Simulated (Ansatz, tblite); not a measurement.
Cost and result up the ladder for trans-NiCl2(PH3)2 (NiP₂H₆Cl₂) (11 atoms). Charge 0, multiplicity 3. Geometry: PBE-D4/def2-SVP.

| atom | x (Å) | y (Å) | z (Å) |
| --- | --- | --- | --- |
| Ni1 | -0.005 | -0.002 | -0.004 |
| Cl2 | -0.404 | -2.175 | 0.133 |
| P3 | -1.254 | 0.436 | 1.864 |
| H4 | -2.638 | 0.217 | 1.583 |
| H5 | -1.383 | 1.738 | 2.450 |
| H6 | -1.181 | -0.332 | 3.072 |
| Cl7 | -0.831 | 1.758 | -1.061 |
| P8 | 1.618 | -0.312 | -1.589 |
| H9 | 2.399 | 0.751 | -2.150 |
| H10 | 1.027 | -0.776 | -2.805 |
| H11 | 2.651 | -1.302 | -1.492 |

Ansatz on 4 threads of Intel Xeon 6975P-C on a shared host; xTB runs through tblite on one thread. Times are rough, summed over both states, and most runs start from the orbitals of an earlier one. No level here is sound enough to serve as a yardstick. The other state is a doublet.

The xTB rows come from tblite. At PBE0-D4/def2-TZVP a singlet of charge 0 lies 0.29 eV below the triplet, each at its own geometry.

Raw xTB energies of ions are shifted by several eV, and xTB has no spin-polarisation term.

| level | functions | wall time | vertical IE (eV) | remarks |
| --- | --- | --- | --- | --- |
| GFN2-xTB | 51 | 0.028 s | 12.00 | – |
| GFN1-xTB | 57 | 0.036 s | 12.93 | – |
| PBE-D4/def2-TZVP | 229 | 6.1 s | 7.68 | – |
| r2SCAN-D4/def2-TZVP | 229 | 16 s | 8.04 | – |
| PBE0-D4/def2-TZVP | 229 | 39 s | 8.46 | spin-contaminated (⟨S²⟩ 0.86) (+1 doublet) |
